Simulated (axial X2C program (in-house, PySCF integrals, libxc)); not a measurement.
## Worked dissociation energy of PbS: CCSD, without spin–orbit coupling

Calculated with an axial X2C code built on PySCF integrals. Spin-free means the one-electron spin-free X2C Hamiltonian. Basis: Pb dyall-cv3z [12s14p10d7f1g], S dyall-av3z [9s8p3d2f] (cores contracted in-house); Gaussian nuclei, density fitting, unrestricted open shells. Masses: Pb 207.977 u, S 31.972 u.

Molecular state: M_S = 0, Λ = 0 (closed shell).

Correlated methods: 10 electrons correlated (number of frozen shells: Pb 5 s, 4 p, 3 d, 1 f; S 2 s, 1 p), 262 virtual spin orbitals or spinors in MP2, 90 natural virtuals in coupled cluster.

| Item | Value |
| --- | --- |
| E(Pb) (2M_S = 2, M_L = 0) | -20880.210092 hartree |
| E(S) (2M_S = 2, M_L = 0) | -398.740455 hartree |
| E(PbS) at Re | -21279.103070 hartree |
| ωe | 449.5 cm⁻¹ |
| ωexe | 0.962 cm⁻¹ |

(1) Work out De and D0.

The state is a single determinant with fixed occupations, the lowest that a limited PBE0 search found. The closed shell is kept restricted, so the energy runs too high when the bond is stretched far. De is counted from the lowest determinant-based energies of the atoms at the same level, without counterpoise correction. CCSD ran in a truncated set of natural virtual spinors with an MP2 remainder; without triples it tends to underbind. The T1 diagnostic is large, a sign of multireference character. With the outer-core shells frozen, correlated bond lengths of heavy atoms tend to come out a few hundredths of an ångström too long. Spin-free De lacks the spin–orbit lowering of the heavy p-block atom, a tenth of an eV or more for 4p and 5p, up to an eV for 6p and one to two eV for 7p atoms, less what an open-shell molecule gains itself.

Each atomic determinant is the lowest at this level and need not be a pure term. Totals compare only within one Hamiltonian and basis.

Answers

(1) De = -20880.210092 + (-398.740455) − (-21279.103070) = 0.15252 hartree = 4.150 eV. The zero-point energy is ωe/2 − ωexe/4 = 225 cm⁻¹ = 0.028 eV, so D0 = 4.123 eV.
